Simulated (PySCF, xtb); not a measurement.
H5Si, SMILES [SiH5-], charge -1.

Harmonic wavenumbers (cm⁻¹) from GFN2-xTB in xtb at its own minimum, in rising order: 473, 473, 726, 924, 924, 1037, 1173, 1187, 1187, 1875, 1896, 1896.

### Question
What does PySCF with PBE0-D3(BJ)/def2-TZVPD give at its own minimum? (An estimate is asked for; the answer gives what the named calculation found.)

### Answer
512, 512, 950, 1012, 1012, 1181, 1182, 1360, 1504, 1936, 1936, 1962. Paired by order, the mean absolute difference is 107 cm⁻¹ and the zero-point energies are 19.7 and 21.5 kcal/mol.
